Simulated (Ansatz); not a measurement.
The cluster Nb5, relaxed as a doublet with UKS PBE0-D4/def2-SVP in Ansatz, starting from the GFN2-xTB geometry. Force threshold 0.02 eV/Å.

In the def2 sets Nb takes a core potential; there is no spin–orbit coupling. The charge 0 doublet is spin-contaminated (final ⟨S²⟩ up to 0.85, 0.75 for a pure state). The relaxation made no stability test and no search for a lower SCF solution. No other spin state of charge 0 was run. The structure comes from a short search, and lower isomers may exist.

Start:

```xyz
5

Nb   -1.0142    0.8571    2.5962
Nb    1.9389   -1.0493   -0.3207
Nb   -0.0709    0.1945   -2.3693
Nb   -1.8130   -1.9408    0.1214
Nb    0.9591    1.9386   -0.0276
```

| step | energy (eV) | largest force component (eV/Å) | SCF passes |
| --- | --- | --- | --- |
| 1 | -7733.3961 | 2.478 | 478 |
| 2 | -7735.3498 | 2.995 | 276 |
| 3 | -7738.6778 | 2.509 | 364 |
| 4 | -7739.8059 | 2.509 | 108 |
| 5 | -7740.9690 | 2.118 | 137 |
| 6 | -7741.9067 | 2.072 | 80 |
| 7 | -7742.6144 | 1.262 | 118 |
| 8 | -7742.6714 | 2.463 | 91 |
| 9 | -7743.1371 | 1.355 | 112 |
| 10 | -7743.5492 | 1.257 | 135 |
| 11 (rejected) | -7743.5366 | 2.153 | 92 |
| 12 | -7743.7879 | 0.740 | 77 |
| 13 | -7743.9183 | 0.735 | 75 |
| 14 | -7744.1505 | 1.008 | 68 |
| 15 | -7744.1627 | 0.728 | 87 |
| 16 | -7744.2117 | 0.573 | 70 |
| 17 (rejected) | -7744.1199 | 0.991 | 70 |
| 18 | -7744.2518 | 0.089 | 54 |
| 19 | -7744.2537 | 0.104 | 60 |
| 20 | -7744.2548 | 0.050 | 48 |
| 21 (rejected) | -7744.2507 | 0.123 | 54 |
| 22 | -7744.2555 | 0.040 | 48 |
| 23 (rejected) | -7744.2091 | 0.500 | 61 |
| 24 | -7744.2564 | 0.029 | 54 |
| 25 | -7744.2567 | 0.029 | 52 |
| 26 (rejected) | -7744.2566 | 0.080 | 45 |
| 27 | -7744.2568 | 0.022 | 48 |
| 28 | -7744.2568 | 0.004 | 48 |

Force components are those of the run's own axes.

End:

Cartesian coordinates in Å:
```
Nb -0.2911 0.2140 1.9176
Nb 1.2769 -0.8568 0.1752
Nb 0.0576 -0.0574 -1.9496
Nb -1.3102 -0.8222 -0.0604
Nb 0.2667 1.5224 -0.0828
```

Bonds formed: Nb1–Nb2, Nb1–Nb3, Nb4–Nb5 (atoms count from 1). Metal–metal contacts that move far: Nb1–Nb4 3.82 to 2.45 Å, Nb2–Nb4 3.88 to 2.60 Å. The end is the same structure that another start reached, the lowest one found.

No frequencies were taken in this run, so the end may be a saddle point.

Run time 4.7 min (4 threads of Intel Xeon on a shared host), peak host memory 0.66 GiB.
